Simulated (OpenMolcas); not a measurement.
## Ir⁶⁺: effect of the IPEA shift

```yaml
Program: OpenMolcas 26.06
Basis: ANO-RCC-VQZP [9s8p6d4f2g1h]
Scalar_Hamiltonian: DKH2, point nucleus
Active_space: 3 electrons in 10 orbitals (5d 6d)
State_averaging: 2S+1 = 4 even, 10 roots; 2S+1 = 2 even, 40 roots
Spin-orbit_coupling: state interaction with AMFI integrals over the reference wave functions, term energies averaged over their components
```

Methods on the same reference wave functions:
A. CASSCF
B. MS-CASPT2, IPEA 0 Eh, imaginary shift 0.1 Eh (closed shells correlated: 5s 5p)
C. MS-CASPT2, IPEA 0.25 Eh, imaginary shift 0.1 Eh (closed shells correlated: 5s 5p)

Energies in cm-1 above 5d3 4F 3/2.

```tsv
Level	A	B	C
5d3 4F 3/2	0.0	0.0	0.0
5d3 4F 5/2	7517	8000	7980
5d3 4F 7/2	13711	13920	13940
5d3 4P 1/2 [67 %]	21685	19430	19570
5d3 2G 7/2	28487	26890	27080
5d3 2H 9/2 [55 %]	29410	28440	28520
5d3 4P 5/2	30992	29300	29330
5d3 2P 1/2 [67 %]	37257	33950	34170
5d3 2H 11/2	39621	37800	37940
5d3 2D 5/2(1)	43459	40350	40770
5d3 2G 9/2 [57 %]	45515	43910	44080
5d3 2F 5/2	50481	45810	46070
5d3 2P 3/2 [56 %]	50897	47500	47660
5d3 2F 7/2	51380	46920	47190
5d3 2D 3/2(2)	75246	69450	69690
5d3 2D 5/2(2)	76316	71040	71010
```

Between B and C the level of the table that moves most is 5d3 2D 5/2(1), by 420 cm-1 (lowest in B, highest in C). Moves below CASPT2's spread within the term are not significant.

From A to B the spin-free energies of the other terms of 5d3 shown, above 4F, scale by factors of 0.77 to 0.89, as is usual when dynamic correlation screens the repulsion within a d or f shell.

The lowest spin-free term lies below A's lowest term by 0.278 hartree in B, 0.273 hartree in C.

CASPT2 breaks the degeneracy within a term, and the mean is taken; among the terms shown or strongly mixed into the levels shown the widest spread is 550 cm-1 (5d3 4F, B). Active for correlation alone: 6d; no level in the range computed is led by a configuration that fills it, so any true level of that kind is missing. Without dynamic correlation excited terms often stand tens of per cent too high (terms of higher spin than the ground term too low), and those without a measured partner can miss by more than the paired ones (holds for A). Only configurations of the active space appear. The table leaves out levels that lie high or whose names do not pair safely across all columns.

A share in square brackets marks a mixed level and gives the weight of the term that names it, the lowest over the columns. A number in round brackets counts repeated terms of one configuration in the order of the reference energies.
